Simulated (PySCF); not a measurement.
Compound: C₅H₁₂Si.
SMILES with atom numbers: `[CH3:1][CH2:2][C@@H:3]1[CH2:4][CH2:5][SiH2:6]1` (hydrogens: H7, H8, H9 on C1; H10, H11 on C2; H12 on C3; H13, H14 on C4; H15, H16 on C5; H17, H18 on Si6)

Computed with TDDFT wB97X-D/def2-SVPD, vertical, gas phase, core orbitals frozen in the response (PySCF 2.14.0, density-fitted response routines). Isolated species at its GFN2-xTB geometry (one conformer only). Torsions of this conformer, `[CH3:1][CH2:2][C@@H:3]1[CH2:4][CH2:5][SiH2:6]1`: C1–C2–C3–C4 -67°.

**Question.** Predict the UV-vis stick spectrum at this level.

**Answer.** 

| state | E (eV) | E (kJ/mol) | λ (nm) | f | main configurations (H = HOMO, L = LUMO) |
| --- | --- | --- | --- | --- | --- |
| S1 | 6.88 | 664 | 180.1 | 0.046 | H→L (74%), H-1→L (19%) |
| S2 | 7.18 | 693 | 172.6 | 0.070 | H-1→L (72%), H→L (20%) |
| S3 | 7.39 | 713 | 167.8 | 0.018 | H→L+1 (77%), H→L+3 (10%) |
| S4 | 7.78 | 751 | 159.3 | 0.011 | H-1→L+1 (75%), H-1→L+3 (14%) |
| S5 | 7.97 | 769 | 155.5 | 0.0021 | H→L+4 (41%), H→L+6 (21%), H-2→L (14%) |
| S6 | 8.16 | 787 | 152.0 | 0.079 | H→L+2 (66%), H-2→L (9%) |
| S7 | 8.21 | 792 | 151.0 | 0.022 | H-2→L (49%), H→L+4 (20%) |
| S8 | 8.39 | 809 | 147.8 | 0.0077 | H-1→L+4 (50%), H-1→L+6 (27%), H-1→L+2 (9%) |

Triplets, Tamm–Dancoff:

| state | E (eV) | λ (nm) | main configurations (H = HOMO, L = LUMO) |
| --- | --- | --- | --- |
| T1 | 6.20 | 200.1 | H→L (86%) |
| T2 | 6.71 | 184.6 | H-1→L (86%) |
| T3 | 7.21 | 171.9 | H→L+1 (66%), H→L+3 (12%) |

The lowest singlet lies at 6.88 eV (180 nm, vacuum ultraviolet) and is of moderate strength; its leading configuration is HOMO→LUMO (74%). The most intense listed level is S6 at 8.16 eV (152 nm, f = 0.079), 1.27 eV above S1. Löwdin shares by element: HOMO carbon 51% or more, silicon 21% (atoms not listed hold the other 28%); LUMO silicon 33%, hydrogen 22% or more, carbon 10% or more (atoms not listed hold the other 34%). Weighted by f, the mean energy of these states is 7.60 eV. The oscillator strengths of these states sum to 0.255; summed over the whole spectrum of an exact calculation they would give the number of electrons, 56 (Thomas–Reiche–Kuhn). Of the 8 states listed, 6 reach f = 0.01 and none stays under 0.0005. Singlets were solved by full linear response, triplets in the Tamm–Dancoff approximation.

Hardware: one thread of an Arm Neoverse N1, on a shared host. Cost: 75 s wall, 0.91 GiB resident at most.
